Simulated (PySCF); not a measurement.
Two species compared at the same levels of theory.

First species: C7H10Si.
InChI=1S/C7H10Si/c1-6-4-2-3-5-7(6)8/h2-5H,1,8H3

Second species: C6H10OS.
InChI=1S/C6H10OS/c1-5(7)4-6(2)8-3/h4H,1-3H3/b6-4+

Levels: PBE0/def2-SVPD for dipole moment, HOMO energy, LUMO energy, HOMO–LUMO gap, static isotropic polarisability and electronic spatial extent ⟨r²⟩ about the centre of nuclear charge; TDDFT PBE0/def2-SVPD for lowest singlet excitation; TDA PBE0/def2-SVPD for lowest triplet excitation (Tamm–Dancoff); GFN2-xTB for rotational constant A and rotational constant C. Geometries: GFN2-xTB. Each species is one conformer at its optimised geometry, gas phase, non-relativistic unless stated; the electronic structure was computed with PySCF and density fitting.

Dipoles, sizes and rotational constants follow the conformer. The torsions of the flexible species, by atom-mapped SMILES:
- `[CH3:1][S:2]/[C:3]([CH3:4])=[CH:5]/[C:6]([CH3:7])=[O:8]`: C1–S2–C3–C4 -179°, C3–C5–C6–C7 -179°

| property | column X | column Y |
| --- | --- | --- |
| dipole moment | 3.76 D | 0.70 D |
| HOMO energy | -6.63 eV | -7.11 eV |
| LUMO energy | -1.37 eV | -0.58 eV |
| HOMO–LUMO gap | 5.26 eV | 6.53 eV |
| lowest singlet excitation | 3.77 eV | 5.32 eV |
| lowest triplet excitation (Tamm–Dancoff) | 3.13 eV | 4.03 eV |
| static isotropic polarisability | 103.0 au | 106.7 au |
| electronic spatial extent ⟨r²⟩ about the centre of nuclear charge | 1484 bohr² | 1213 bohr² |
| rotational constant A | 3.000 GHz | 2.813 GHz |
| rotational constant C | 0.761 GHz | 0.981 GHz |

Q: Which column belongs to which species?

A: Column X is the second species and column Y the first. The first has 18 atoms and 66 electrons, the second 18 and 70.

Q: How does each property change from the first species to the second?

A: dipole moment +3.06 D; HOMO energy +0.48 eV; LUMO energy -0.79 eV; HOMO–LUMO gap -1.27 eV; lowest singlet excitation -1.55 eV; lowest triplet excitation (Tamm–Dancoff) -0.90 eV; static isotropic polarisability -3.7 au; electronic spatial extent ⟨r²⟩ about the centre of nuclear charge +271 bohr²; rotational constant A +0.187 GHz; rotational constant C -0.220 GHz.

On the first: The vertical singlet–triplet gap S1 − T1 is 1.29 eV (TDDFT singlet less Tamm–Dancoff triplet; S1: HOMO→LUMO, weight 0.48; T1: HOMO→LUMO, weight 0.34, beside HOMO−1→LUMO, weight 0.29). The principal polarisabilities are 71.0, 115.0 and 134.1 au; their mean is the isotropic value.

On the second: No computed singlet falls in the visible range (750 to 380 nm, 1.65 to 3.26 eV); S1 lies 0.51 eV above its blue end. S1 lies 1.49 eV below the HOMO–LUMO gap; its leading configuration is HOMO−1→LUMO, weight 0.97.
